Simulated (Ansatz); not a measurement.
Cost and result for the atomization energy of C₃H₈OSi (`C1C[SiH2]CO1`) (13 atoms, 13 bonds).

```xyz
13

C     0.188   -0.507    1.240
C    -1.132   -0.183    0.532
Si   -0.531    0.365   -1.169
C     1.286    0.399   -0.603
O     1.200    0.386    0.817
H     0.486   -1.543    1.018
H     0.122   -0.400    2.324
H    -1.646    0.640    1.035
H    -1.805   -1.041    0.509
H    -0.797   -0.613   -2.259
H    -1.057    1.692   -1.585
H     1.848    1.288   -0.892
H     1.837   -0.482   -0.966
```

Charge 0, multiplicity 1. The geometry is a stationary point of PBE0-D4/def2-TZVP. Program: Ansatz. All runs use 4 threads of a server CPU on a shared host. Times are those of one run each, without the atoms' runs, and a repeat can differ threefold. Electronic energies, without spin–orbit coupling; frozen cores. CCSD(T)/CBS adds CCSD(T) − MP2 in def2-TZVPP to the MP2 limit, and its time is that of the two runs behind it. T1 = 0.012.

CCSD(T)/CBS is a level of theory with its own doubt, some kJ/mol a heavy atom from the limit and from the frozen cores, so smaller differences don't rank the functionals.

| level | functions | wall time | atomization (kcal/mol) | difference from CCSD(T)/CBS | per bond |
| --- | --- | --- | --- | --- | --- |
| LDA (SPW92)/def2-TZVPP | 278 | 1.5 s | 1347.7 | 168.9 | 13.0 |
| BLYP-D4/def2-TZVPP | 278 | 2 s | 1172.7 | -6.1 | -0.5 |
| revPBE-D4/def2-TZVPP | 278 | 2.1 s | 1173.6 | -5.2 | -0.4 |
| BHLYP-D4/def2-TZVPP | 278 | 2.8 s | 1147.7 | -31.1 | -2.4 |
| PBE0-D4/def2-TZVPP | 278 | 2.8 s | 1183.2 | 4.4 | 0.3 |
| r2SCANh-D4/def2-TZVPP | 278 | 4.3 s | 1175.9 | -2.9 | -0.2 |
| CCSD(T)/def2-SVP | 114 | 4.5 s | 1119.9 | -58.9 | -4.5 |
| r2SCAN-D4/def2-TZVPP (with forces) | 278 | 4.8 s | 1181.9 | 3.1 | 0.2 |
| PBE-QIDH/def2-TZVPP | 278 | 5.5 s | 1174.6 | -4.2 | -0.3 |
| B97M-V/def2-TZVPP | 278 | 6.5 s | 1180.3 | 1.5 | 0.1 |
| MP2/def2-QZVPP | 538 | 41 s | 1181.6 | 2.8 | 0.2 |
| CCSD(T)/def2-TZVPP | 278 | 2.9 min | 1150.3 | -28.5 | -2.2 |
| CCSD(T)/CBS(def2) | – | 3.6 min | 1178.8 | 0.0 | 0.0 |

The D4 term adds +10.5 kcal/mol with B3LYP and +5.5 kcal/mol with PBE0; it sums over pairs of atoms, weighted by their polarisabilities, and B3LYP, whose exchange is more repulsive, gets the larger term. In def2-TZVPP, CCSD(T) changes the Hartree–Fock value by +284.0 kcal/mol (the triples alone add +16.1 kcal/mol) and MP2 by +298.5 kcal/mol; breaking electron pairs costs correlation energy, which Hartree–Fock lacks. From BLYP to BHLYP (50 % exact exchange), in def2-TZVPP and without D4, the atomization energy moves by −18.0 kcal/mol: exact exchange takes away binding that semilocal exchange gives to molecules.

B3LYP here is the variant with VWN-RPA as its local correlation; programs differ in this.
